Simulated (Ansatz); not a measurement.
Geometry optimisation, RKS r2SCAN-D4/def2-SVP (Ansatz 0.2.0).

Input:

```yaml
crystal:
  periodic: [false, false, false]
  atoms:
    - { symbol: F, position_ang: [0.5656, -1.81713, 2.11576] }
    - { symbol: Zn, position_ang: [-0.15268, -0.6403, 1.1489] }
    - { symbol: S, position_ang: [0.2777, 0.36147, -1.061] }
    - { symbol: H, position_ang: [-0.98943, 0.43807, -1.51476] }
    - { symbol: H, position_ang: [0.2988, 1.65788, -0.68891] }
total_charge: 1
basis:
  gaussian: { orbitals: def2-SVP }
hamiltonian:
  xc: r2scan
  dispersion: d4
relax:
  f_tol: 0.015
  max_steps: 40
output:
  orbitals: {}
```

Launched with:

```bash
$ ansatz run input.yaml --threads 1 --pin off --max-ram 2048MiB --backend cpu --events-out ev --progress --plain --runs-dir out
```

Q: Where does it end, and by what steps?

A: It converged. Limits of this set-up: the dipole of an ion depends on the origin. After 6 steps the energy has fallen by 0.306 eV; Zn2 moved furthest, 0.56 Å.

```csv
step,energy less start (eV),largest force component (eV/Å),accepted
0,0.0000,1.524,yes
1,-0.1917,0.397,yes
2,-0.2457,1.007,yes
3,-0.3031,0.196,yes
4,-0.3043,0.061,yes
5,-0.3056,0.064,yes
6,-0.3057,0.014,yes
```

```xyz
5
Properties=species:S:1:pos:R:3
F 0.272 -1.687 2.279
Zn 0.275 -0.794 0.822
S 0.271 0.419 -1.141
H -1.072 0.397 -1.370
H 0.255 1.665 -0.590
```

Whether the end is a true minimum wasn't checked by a vibrational analysis.

Time of the run: 11 s on 1 thread of AMD EPYC 9R45 96-Core Processor (Zen 5) (shared host), peak memory 0.16 GiB.
